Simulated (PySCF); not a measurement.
Molfile (atoms numbered from 1):
```
C3H8NSi2
     RDKit          3D

 14 13  0  0  0  0  0  0  0  0999 V2000
   -3.2231    0.0507    0.8676 C   0  0  0  0  0  0  0  0  0  0  0  0
   -1.9953    0.4046    0.1633 C   0  0  0  0  0  0  0  0  0  0  0  0
   -0.9879    0.6953   -0.4280 C   0  0  0  0  0  0  0  0  0  0  0  0
    0.6389    1.1415   -1.2630 Si  0  0  0  0  0  4  0  0  0  0  0  0
    2.0145    1.0231   -0.3334 N   0  0  0  0  0  0  0  0  0  0  0  0
    3.0039   -0.1550    0.3095 Si  0  0  0  0  0  4  0  0  0  0  0  0
   -3.4662   -1.0029    0.7063 H   0  0  0  0  0  0  0  0  0  0  0  0
   -3.1058    0.2189    1.9409 H   0  0  0  0  0  0  0  0  0  0  0  0
   -4.0593    0.6584    0.5104 H   0  0  0  0  0  0  0  0  0  0  0  0
    0.4359    2.5681   -1.6543 H   0  0  0  0  0  0  0  0  0  0  0  0
    0.5116    0.3540   -2.5380 H   0  0  0  0  0  0  0  0  0  0  0  0
    3.8818   -0.8980   -0.6564 H   0  0  0  0  0  0  0  0  0  0  0  0
    2.3900   -1.2703    1.0997 H   0  0  0  0  0  0  0  0  0  0  0  0
    3.9604    0.4912    1.2534 H   0  0  0  0  0  0  0  0  0  0  0  0
  1  2  1  0
  2  3  3  0
  3  4  1  0
  4  5  1  0
  5  6  1  0
  1  7  1  0
  1  8  1  0
  1  9  1  0
  4 10  1  0
  4 11  1  0
  6 12  1  0
  6 13  1  0
  6 14  1  0
M  CHG  1   5  -1
M  END
```

Geometry: GFN2-xTB; GIAO shifts from PySCF 2.14, gas phase, non-relativistic, averaged over equivalent atoms.

At X3LYP/ANO-RCC-VDZP (132 basis functions, 92 s wall time on 1 thread of an Intel Xeon, shared host):
| atoms | δ (ppm) |
| --- | --- |
| C3 | 93.3 |
| C2 | 82.6 |
| C1 | 4.6 |
| Si4 | -106.6 |
| Si6 | -112.6 |
| N5 | 44.1 |
| H10/H11 | 5.51 |
| H12/H13/H14 | 5.51 |
| H7/H8/H9 | 2.13 |

Chemical shifts δ = σref − σ; TMS for ¹³C (σref 185.91) and ²⁹Si (σref 388.28) and ¹H (σref 31.86); ¹⁵N (σref 274.44) against NH3, all at this level.

Predict the values at PBE0/pcSseg-1 on the same geometry.

Answers


| atoms | δ at PBE0/pcSseg-1 | change |
| --- | --- | --- |
| C3 | 102.6 | +9.3 |
| C2 | 92.0 | +9.4 |
| C1 | 7.2 | +2.6 |
| Si4 | -94.5 | +12.1 |
| Si6 | -90.7 | +21.9 |
| N5 | 17.7 | -26.4 |
| H10/H11 | 5.43 | -0.08 |
| H12/H13/H14 | 5.31 | -0.20 |
| H7/H8/H9 | 1.86 | -0.27 |

δ = σ(ref) − σ, references computed at the same level: TMS for ¹³C (σref 186.93), ²⁹Si (σref 349.16), ¹H (σref 31.72); NH3 for ¹⁵N (σref 267.73).

The largest change is at N5 (nitrogen bonded to 2 Si). Cost: 156 basis functions, 16 s wall time on 1 thread of an Arm Neoverse V1, shared host. The order of the carbon signals is the same at both levels.

Experimental scales use liquid or dissolved standards, which lie at an offset from isolated NH3 (liquid NH3: subtract about 20 ppm).
